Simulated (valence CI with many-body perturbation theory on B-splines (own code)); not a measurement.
## Valence orbitals of Zr17+

Computed by configuration interaction combined with many-body perturbation theory (CI+MBPT): five valence electrons over a frozen Dirac-Fock core [Ar], radial functions for each j: 7 s, 7 p, 8 d, 6 f, 4 g, 1 h, with the one-electron correlation potential Σ1 (screened to all orders), the two-electron term Σ2, the three-electron term Σ3, Breit, model QED; selected single and double excitations, second order for the rest, scaled by the run's own slope (own B-spline code, finite nucleus).

No measured levels were compared; by estimate terms of the open shell hold to 2 to 4 % of their energy, and close levels can change places. Only levels of the ground parity were solved; by the run's estimate the other parity begins above the list, which can be wrong where configurations are misplaced.

These are the spectroscopic orbitals of the CI (the correlating ones are not listed), shaped by the core and the other valence electrons. h is the expectation value of the core's Dirac-Fock operator, without the valence repulsion; Σ1 is computed up to l = 3 at one energy for each symmetry, that of its lowest orbital but kept below the first core excitation, so for empty shells it is not the orbital's own correlation shift; Breit and QED include the response of the core.

```
Orbital  h (hartree)  Σ1 (cm⁻¹)  Breit (cm⁻¹)  QED (cm⁻¹)  ⟨r⟩ (bohr)
  4s1/2      -20.041      -6446           916         655      0.9137
  5s1/2      -11.943      -2307           432         311       1.541
  6s1/2      -7.9364      -1121           233         169       2.339
  4p1/2      -18.895      -7238          1391       -53.5      0.9323
  5p1/2      -11.394      -2670           680       -25.5       1.581
  6p1/2      -7.6325      -1316           376       -13.9       2.401
  4p3/2      -18.677      -7032           876         7.9      0.9443
  5p3/2      -11.292      -2629           429         4.2       1.596
  6p3/2      -7.5769      -1303           244         2.5       2.419
  3d3/2      -33.694     -20864          1848        -270      0.3958
  4d3/2      -16.944      -6975           565       -60.0      0.9539
  5d3/2      -10.479      -2839           277       -27.7       1.651
  3d5/2      -33.559     -20476           610        -192      0.3982
  4d5/2      -16.901      -6907           233       -39.1      0.9568
  5d5/2      -10.459      -2810           115       -17.9       1.655
  4f5/2      -15.301     -10745          -6.8       -22.8      0.9243
  5f5/2      -9.7483      -5019          -3.9       -12.7       1.656
  4f7/2      -15.292     -10325         -83.1       -17.3      0.9251
  5f7/2      -9.7426      -4799         -44.3        -9.7       1.657
  5g7/2      -9.3956                     -0.7        -1.5       1.518
  5g9/2      -9.3935                     -4.4        -0.3       1.518
```

Among the shells of the start configuration 3d5, Σ1 is largest in size for 3d3/2, where it is 0.28 % of h.

Lowest root of each symmetry, sizes in configuration state functions:

```
   J  Parity  Roots  Reference  Variational  Second order  Change by selected CI (cm⁻¹)  Change by second order (cm⁻¹)
 1/2    even      4         74        17928        225545                        -16982                            -13
 3/2    even      7        127        27171        695873                        -16839                            -31
 5/2    even     10        152        26651        673976                        -11709                            -63
 7/2    even      7        137        26182        496504                        -15222                           -153
 9/2    even      5        107        26516        629448                        -15050                           -100
11/2    even      3         67        26560        262782                        -15163                            -23
13/2    even      1         35        21184        142137                        -16156                            -16
```
